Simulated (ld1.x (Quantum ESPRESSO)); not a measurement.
Values are calculated unless marked as measured or tabulated.
## Potentials for fluorine (F) compared

Generated with ld1.x 7.5 (TM, RRKJ, ultrasoft, PAW), atompaw 4.2 or ONCVPSP 4.0.1. The cutoff is in Ry: for ld1.x and atompaw files where the sum of valence levels is converged to 10 mRy in a Bessel basis, for ONCV files where the hardest occupied wave has 1 mHa per electron of residual kinetic energy. The error is the largest all-electron minus pseudo excitation energy over each file’s own four to seven test configurations (ionisations up to +4, promotions, holes and added fractions of an electron), all of which were solved. The labels leave out finer settings (local radius, basis sizes, second energies), which also bear on the numbers. Spin-polarised tests are not counted. The rows are a selection from randomly drawn settings: files with unsolved tests, undetermined cutoffs or missed reference levels are left out.

| potential | cutoff (Ry) | largest error (meV) | bound ghosts |
| --- | --- | --- | --- |
| ultrasoft, BLYP, scalar-relativistic, rc 0.75/1.40/0.95 (spd), local smoothed, core correction yes, reference 2s2 2p4 | 50 | +137 | none |
| PAW, LDA (PZ), non-relativistic, rc 0.75/1.55/1.20 (spd), local smoothed, core correction yes, reference 2s2 2p5 | 50 | +23 | none |
| TM, PBE, scalar-relativistic, rc 0.55/1.25/1.20 (spd), local s, core correction yes, reference 2s2 2p5 | 230 | +1504 | none |
| RRKJ, LDA (PZ), scalar-relativistic, rc 0.60/1.35/1.10 (spd), local d, core correction no, reference 2s1 2p6 | 230 | +3536 | none |
| RRKJ, BP86, scalar-relativistic, rc 0.60/0.85 (sp), local p, core correction no, reference 2s2 2p3.5 | 300 | +210 | none |

Question: Fill in the row for F: PAW, PBE, non-relativistic, rc 0.70/1.20/1.15 (spd), local smoothed, core correction yes, reference 2s2 2p5.

Answer: cutoff 60 Ry, largest error -14 meV, bound ghosts: none.

Question: Fill in the row for F: TM semilocal, LDA (PZ), scalar-relativistic, rc 0.70/0.95/0.90 (spd), local p, core correction no, reference 2s1.5 2p5.5.

Answer: cutoff 160 Ry, largest error +641 meV, bound ghosts: none.

Question: Fill in the row for F: PAW, PBE, scalar-relativistic, rc 0.75/1.20/1.20 (spd), local smoothed, core correction yes, reference 2s1.75 2p5.25.

Answer: cutoff 55 Ry, largest error -30 meV, bound ghosts: none.
